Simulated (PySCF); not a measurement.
How methods differ on the excitation energy of Te⁺

Te⁺ [Kr] 4d10 5s2 5p3 (4S) → Te⁺ [Kr] 4d10 5s1 5p3 5d1 (6D), as a difference of total energies. Computed with PySCF 2.14 in aug-cc-pVTZ-PP with one added diffuse shell each of d, f type with ECP28MDF (6s5p5d3f, 67 functions), with a scalar-relativistic core potential. Correlated levels: valence: 4s2 4p6 4d10 frozen. The calculations carry no spin-orbit coupling.

```json
{"method": "UHF", "excitation energy (eV)": "15.596"}
{"method": "MP2 (valence)", "excitation energy (eV)": "16.727"}
{"method": "SCS-MP2 (valence)", "excitation energy (eV)": "17.077"}
{"method": "CCSD (valence)", "excitation energy (eV)": "16.882"}
{"method": "CCSD(T) (valence)", "excitation energy (eV)": "16.934"}
```

Task: How much does correlation contribute at CCSD(T) (valence)?

Result: 16.934 − (15.596) = 1.338 eV, measured against UHF.

The promoted electron is Rydberg-like, and one or two diffuse shells describe it only roughly, which tends to raise the upper state.
